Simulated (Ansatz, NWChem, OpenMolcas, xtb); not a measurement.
A ladder of methods for SnH3O2 (SMILES [OH][SnH][OH])

SnH3O2: 6 atoms, total charge 0, spin state doublet. SMILES: `[OH][SnH][OH]`. The coordinates come from a PBE0-D4/def2-TZVP relaxation. This is one conformer, not always the lowest.

Each level gives the vertical energy of the quartet above the doublet (eV). The values are calculated.

```
                               level                    kind     program  value (eV)  CPU time (all runs)
                            GFN0-xTB          semi-empirical         xtb        6.19            under 2 s
      UHF/def2-SVPD (core potential)            Hartree–Fock  OpenMolcas        5.55                 43 s
   USVWN5/def2-SVPD (core potential)                     LDA      Ansatz        6.12                 36 s
 U-revPBE/def2-SVPD (core potential)                     GGA      Ansatz        6.01                 47 s
    UBLYP/def2-SVPD (core potential)                     GGA  OpenMolcas        6.06                3 min
 U-r2SCAN/def2-SVPD (core potential)                meta-GGA      Ansatz        6.15                 79 s
    UPBE0/def2-SVPD (core potential)           global hybrid      NWChem        6.29              1.9 min
U-wB97M-V/def2-SVPD (core potential)  range-separated hybrid      Ansatz        6.65              6.6 min
  RPA@PBE/def2-SVPD (core potential)                     RPA      Ansatz        5.90                 79 s
    UCCSD/def2-SVPD (core potential)   coupled cluster or CI      Ansatz        6.51                6 min
```

Spin-orbit coupling, which can split open shells on such heavy atoms by tenths of an eV, is left out. The values span 5.55 to 6.65 eV. GFN0-xTB: no spin polarisation, so open shells miss the exchange term that lowers them. In the correlated wave-function rows the outer d shell of Sn is correlated, in sets not made for it. The upper state's dipole differs much between rows, so they may not all be the same state. CPU times are rough (shared hosts, several kinds of processor and program).
